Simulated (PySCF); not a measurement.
## Te⁺ (tellurium, charge +1): MN15 calculation

Configuration: [Kr] 4d10 5s2 5p2 6s1, high-spin 4P determinant (an excited configuration). Calculation: PySCF 2.14, in aug-cc-pVTZ-DK3 (8s7p5d2f, 68 functions); the spin-free X2C one-electron Hamiltonian (Gaussian nucleus).

| Quantity | Value |
| --- | --- |
| Total energy | -6797.50 hartree |
| One-electron energy | -9293.58 hartree |
| Hartree (Coulomb) energy | 2678.09 hartree |
| Exchange-correlation energy | -182.02 hartree |
| ⟨S²⟩ | 3.7530 |
| ⟨L²⟩ | 2.174 |
| Sum of ⟨r⟩ | 36.19 bohr |
| Sum of ⟨r²⟩ | 67.06 bohr² |
| Traceless quadrupole moment −½Σ⟨3z² − r²⟩ along its main axis | -1.07 e·bohr² |
| Langevin diamagnetic susceptibility | -53.1 ×10⁻⁶ cm³/mol |

```tsv
shell	electrons	mean orbital energy (eV)	spread (eV)	rms radius, mean of both spins (bohr)
1s α	1	-31616.7	0	0.0318
1s β	1	-31616.7	0	0.0318
2s α	1	-4822.0	0	0.130
2s β	1	-4821.8	0	0.130
2p α	3	-4359.5	0.125	0.115
2p β	3	-4359.4	0.135	0.115
3s α	1	-962.20	0	0.348
3s β	1	-962.17	0	0.348
3p α	3	-813.33	0.279	0.346
3p β	3	-813.32	0.303	0.346
3d β	5	-576.26	0.268	0.323
3d α	5	-576.25	0.292	0.323
4s α	1	-178.58	0	0.818
4s β	1	-178.48	0	0.818
4p α	3	-131.09	0.543	0.880
4p β	3	-130.93	0.705	0.880
4d α	5	-58.595	0.614	1.05
4d β	5	-58.339	0.788	1.05
5s α	1	-30.226	0	2.12
5s β	1	-27.845	0	2.12
5p α	2	-19.409	0	2.52
6s α	1	-7.503	0	5.13
```

The outer electron is Rydberg-like, and this basis confines it to a smaller radius and binds it less than a complete one would.

Densities and radii are taken from the X2C orbitals without a picture-change correction, which distorts them close to the nucleus.
